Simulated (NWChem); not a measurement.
System meant: Ge anion, quartet

The following NWChem deck was run.

```
start job
memory heap 200 mb stack 900 mb global 1100 mb
charge -1
geometry units angstroms noautoz
  Ge     0.000000     0.000000     0.000000
end
basis spherical
  * library def2-svp
end
dft
  odft
  mult 5
  xc xpbe96 cpbe96
  iterations 150
  mulliken
end
task dft energy
```

End of the output:

```
            XYZ format geometry
            -------------------
     1
 geometry
 Ge                    0.00000000     0.00000000     0.00000000

 Summary of "ao basis" -> "" (spherical)
 ------------------------------------------------------------------------------
       Tag                 Description            Shells   Functions and Types
 ---------------- ------------------------------  ------  ---------------------
 *                          def2-svp                  on all atoms

  pbe96 is a nonlocal functional; adding pw91lda local functional.

                                 NWChem DFT Module
                                 -----------------

 Summary of "ao basis" -> "ao basis" (spherical)
 ------------------------------------------------------------------------------
       Tag                 Description            Shells   Functions and Types
 ---------------- ------------------------------  ------  ---------------------
 Ge                         def2-svp                12       32   5s4p3d

 Summary of "ao basis" -> "ao basis" (spherical)
 ------------------------------------------------------------------------------
       Tag                 Description            Shells   Functions and Types
 ---------------- ------------------------------  ------  ---------------------
 Ge                         def2-svp                12       32   5s4p3d

  number of electrons :                   33
  multiplicity        :                    5
 ------------------------------------------------------------------------
  no. of electrons and multiplicity not compatible                  33
 ------------------------------------------------------------------------
 ------------------------------------------------------------------------
  current input line :
    17: task dft energy
 ------------------------------------------------------------------------
 ------------------------------------------------------------------------
 There is an error in the input file
 ------------------------------------------------------------------------
 For more information see the NWChem manual at https://nwchemgit.github.io

0: no. of electrons and multiplicity not compatible:Received an Error in Communication
```

Task: What is wrong, and how is it mended?

Result: The input was rejected before any calculation. Cause: the multiplicity doesn't fit the number of electrons (an even count wants an odd multiplicity, and the reverse). This input runs:
```
start job
memory heap 200 mb stack 900 mb global 1100 mb
charge -1
geometry units angstroms noautoz
  Ge     0.000000     0.000000     0.000000
end
basis spherical
  * library def2-svp
end
dft
  odft
  mult 4
  xc xpbe96 cpbe96
  iterations 150
  mulliken
end
task dft energy
```
It converges to -2076.37294 Ha (PBE/def2-SVP, spin-unrestricted).
